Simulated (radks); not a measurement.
The numbers below are computed, except where a source is named.
Polarisability of neutral tellurium, [Kr] 4d10 5s2 5p4, at imaginary frequency. Code: a radial shooting solver on a logarithmic mesh with Libxc functionals. Model: non-relativistic Kohn-Sham, LDA (Slater exchange, VWN5 correlation), spin-polarised, spherical densities, point nucleus; open shells are filled with parallel spins first (spin-orbit coupling, left out, can overturn this in heavy ions); relativity is left out, which matters for an element this heavy. Response by self-consistent Sternheimer equations with the Hartree and adiabatic LDA kernel.

| w (hartree) | alpha1(iw) (bohr^3) |
|---|---|
| 0.00266 | 40.78 |
| 0.0143 | 40.70 |
| 0.0360 | 40.26 |
| 0.0697 | 38.90 |
| 0.118 | 35.94 |
| 0.186 | 30.96 |
| 0.280 | 24.41 |
| 0.413 | 17.49 |
| 0.605 | 11.44 |
| 0.892 | 6.935 |
| 1.35 | 3.963 |
| 2.12 | 2.135 |
| 3.59 | 1.018 |
| 6.94 | 0.3674 |
| 17.5 | 0.07968 |

Static values: alpha1 = 40.79 bohr^3 (6.044 angstrom^3; uncoupled 65.62). C6 = 451.6, triple-dipole C9 = 13110 atomic units. One-pole (London) frequency 4 C6 / (3 alpha1^2) = 0.362 hartree, against 0.204 for minus the highest occupied eigenvalue. The dipole shielding factor is 1.000, as the force sum rule N/Z = 1.000 demands. Recommended static value: 38 bohr^3 (Schwerdtfeger and Nagle, 2023 table).
